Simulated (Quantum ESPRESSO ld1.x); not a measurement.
Problem. Species: V I. Configuration: [Ar] 3d5 (not the ground configuration). Method: Dirac Kohn-Sham, PBE, spin-unpolarised, spherical densities, point nucleus; open shells fill j = l - 1/2 first; computed with ld1.x of Quantum ESPRESSO 7.5. Some entries of the table are withheld. Estimate them.

| orbital | occ. | eigenvalue (eV) | <r> (bohr) |
|---|---|---|---|
| 1s1/2 | 2 | -5358.42 | 0.06643 |
| 2s1/2 | 2 | -596.249 | 0.3080 |
| 2p1/2 | 2 | (1) | (2) |
| 2p3/2 | 4 | (3) | (4) |
| 3s1/2 | 2 | -64.6421 | 0.9570 |
| 3p1/2 | 2 | -39.2308 | 1.028 |
| 3p3/2 | 4 | -38.4241 | 1.037 |
| 3d3/2 | 4 | -1.1881 | 2.033 |
| 3d5/2 | 1 | -1.1413 | 2.060 |

Solution. 
(1) 2p1/2 eigenvalue (eV): -501.607
(2) 2p1/2 <r> (bohr): 0.2721
(3) 2p3/2 eigenvalue (eV): -494.501
(4) 2p3/2 <r> (bohr): 0.2749
